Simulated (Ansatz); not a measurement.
Cost and result up the ladder for WO2(OH)2 (WO₄H₂) (7 atoms). Total charge 0; singlet. Geometry: PBE-D4/def2-SVP.

Cartesian coordinates in Å:
```
W -0.210 0.249 -0.056
O -1.525 0.719 0.958
O -0.185 1.312 -1.416
O -0.479 -1.527 -0.679
H -1.190 -2.127 -0.388
O 1.407 0.423 0.927
H 2.181 0.949 0.655
```

Ansatz on 4 threads of Arm Neoverse V1 on a shared host. Times are rough, and most runs start from the orbitals of an earlier one. ωB97X-V/def2-TZVP serves as the yardstick here, not as an exact answer. Binding counts from free atoms at the same level (W quintet, O triplet, H doublet; other spins of the atoms weren't run), without zero-point energy or a counterpoise term.

In the def2 sets W takes a core potential; there is no spin–orbit coupling. B3LYP takes the VWN-RPA correlation. Correlated methods freeze 4 core orbitals; core or outer-core shells of W are correlated, in sets that lack core-valence functions.

Correlated methods converge slowly with the basis.

```
                         level  functions  wall time
             BLYP-D4/def2-TZVP        176      1.6 s
                 MP2/def2-TZVP        176      1.9 s
            B3LYP-D4/def2-TZVP        176      2.7 s
B97M-V/def2-TZVP (with forces)        176        7 s
             ωB97X-V/def2-TZVP        176        7 s
            CCSD(T)/def2-TZVPP        208    3.1 min
```

Problem. Estimate what each level gives for the binding energy per atom (eV).

Solution. 
| level | binding energy per atom (eV) | difference from ωB97X-V/def2-TZVP (eV) | remarks |
| --- | --- | --- | --- |
| BLYP-D4/def2-TZVP | 5.01 | 0.17 | – |
| MP2/def2-TZVP | 5.08 | 0.24 | test for broken spin undecided |
| B3LYP-D4/def2-TZVP | 4.80 | -0.03 | – |
| B97M-V/def2-TZVP (with forces) | 4.84 | 0.01 | – |
| ωB97X-V/def2-TZVP | 4.83 | 0.00 | – |
| CCSD(T)/def2-TZVPP | 4.77 | -0.07 | test for broken spin undecided |
